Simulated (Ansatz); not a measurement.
`B[Si](F)(F)[SiH3]` + `C[SiH2][SiH2]S` → `BS[SiH2][SiH2]C` + `F[SiH](F)[SiH3]`  (cleavage of the B–Si bond)

Program: Ansatz. Geometries: PBE0-D4/def2-TZVP. ΔE: electronic, gas phase. CCSD(T)/CBS adds triple-zeta CCSD(T) − MP2 to the extrapolated MP2 energy (def2 sets, frozen cores). DFT in def2-TZVPP. B3LYP here is the variant with VWN-RPA as its local correlation; programs differ in this. One conformer a species, not always the lowest.

```
       level  ΔE (kJ/mol)
      PBE-D4       -122.6
   r2SCAN-D4       -125.5
       B3LYP       -119.8
HF/CBS(def2)       -114.6
```

What does CCSD(T)/CBS give? (Estimate.)

Computed: -124.6 kJ/mol. The listed levels differ from it by 2.0, -0.9, 4.8, 10.0 kJ/mol.

Largest T1 diagnostic among the species: 0.014.

In def2-TZVPP, CCSD(T) changes the Hartree–Fock value by −10.4 kJ/mol (the triples alone add −3.9 kJ/mol) and MP2 by −20.0 kJ/mol.
